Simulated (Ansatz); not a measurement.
Geometry optimisation of the cluster CdO2.

```yaml
crystal:
  periodic: [false, false, false]
  atoms:
    - {symbol: Cd, position_ang: [1.617177, 0.709507, 0.341353]}
    - {symbol: O, position_ang: [-1.286711, -0.204354, -0.552368]}
    - {symbol: O, position_ang: [-0.330466, -0.505153, 0.211015]}
basis:
  gaussian: {orbitals: def2-TZVP}
magnetization: {spin_polarized: true, initial_magnetization: 4}
hamiltonian: {xc: r2scan, dispersion: d4}
scf: {omitted_lower_state_checks: [starts]}
output: {orbitals: {seedname: orbitals}}
relax: {f_tol: 0.02, max_steps: 100}
```

```sh
$ ansatz run in.yaml --threads 4 --pin off --events-out ev --progress --plain --max-ram 3916MiB
```

Shortened log:

```
Functional definition: r2SCAN
mean field -8653.55215078 eV, -318.0121759527 hartree, gradient 7.9e-6 eV, S^2 6.013475; 0 other end points of the search recorded, 0 dependent functions left out
relax step   1: F+E_penalty+E_count = -8653.56361005 eV  Δ(F+E_penalty+E_count) = +0.000e0 eV  max|allowed force component| = 2.829e0 eV/Å  Δτ_max = 0.0000 Å  (48 SCF iters, accepted)
mean field -8653.73301748 eV, -318.0188226815 hartree, gradient 7.1e-6 eV, S^2 6.013149; 0 other end points of the search recorded, 0 dependent functions left out
relax step   2: F+E_penalty+E_count = -8653.74438111 eV  Δ(F+E_penalty+E_count) = -1.808e-1 eV  max|allowed force component| = 1.457e0 eV/Å  Δτ_max = 0.1115 Å  (52 SCF iters, accepted)
mean field -8653.81519420 eV, -318.0218426201 hartree, gradient 6.4e-6 eV, S^2 6.012802; 0 other end points of the search recorded, 0 dependent functions left out
relax step   3: F+E_penalty+E_count = -8653.82633713 eV  Δ(F+E_penalty+E_count) = -8.196e-2 eV  max|allowed force component| = 5.169e-1 eV/Å  Δτ_max = 0.1686 Å  (54 SCF iters, accepted)
mean field -8653.82503935 eV, -318.0222044227 hartree, gradient 6.6e-6 eV, S^2 6.012961; 0 other end points of the search recorded, 0 dependent functions left out
relax step   4: F+E_penalty+E_count = -8653.83605459 eV  Δ(F+E_penalty+E_count) = -9.717e-3 eV  max|allowed force component| = 1.871e-1 eV/Å  Δτ_max = 0.0625 Å  (55 SCF iters, accepted)
mean field -8653.82733259 eV, -318.0222886977 hartree, gradient 7.6e-6 eV, S^2 6.012947; 0 other end points of the search recorded, 0 dependent functions left out
relax step   5: F+E_penalty+E_count = -8653.83829291 eV  Δ(F+E_penalty+E_count) = -2.238e-3 eV  max|allowed force component| = 6.660e-2 eV/Å  Δτ_max = 0.0301 Å  (52 SCF iters, accepted)
mean field -8653.82809653 eV, -318.0223167722 hartree, gradient 9.8e-6 eV, S^2 6.012940; 0 other end points of the search recorded, 0 dependent functions left out
relax step   6: F+E_penalty+E_count = -8653.83898988 eV  Δ(F+E_penalty+E_count) = -6.970e-4 eV  max|allowed force component| = 6.378e-3 eV/Å  Δτ_max = 0.0292 Å  (52 SCF iters, accepted)
mean field -8653.82809653 eV, -318.0223167722 hartree, gradient 9.8e-6 eV, S^2 6.012940; 0 other end points of the search recorded, 0 dependent functions left out
Total energy: -8653.83900328 eV, -318.0227175879 hartree
Atom 0 at     1.975092     0.871871     0.412742 Å, force     0.005918     0.002029     0.001692 eV/Å
Atom 1 at    -1.436318    -0.277956    -0.577739 Å, force     0.000459    -0.004145     0.003485 eV/Å
Atom 2 at    -0.538773    -0.593915     0.164997 Å, force    -0.006378     0.002116    -0.005177 eV/Å
Dipole moment:    -0.125075    -0.052220    -0.028470 e Å
Checks for a lower state left out: starts
```

It took 31 s on 4 threads of Arm Neoverse V1 on a shared host.

In the def2 sets Cd takes a core potential; there is no spin–orbit coupling. The structure holds 1 bond(s) between oxygen atoms. In the quintet geometry the species has come apart into loosely held pieces. At r2SCAN-D4/def2-TZVP a triplet of charge 0 lies 3.75 eV below the quintet, each at its own geometry. The structure comes from a short search, and lower isomers may exist.
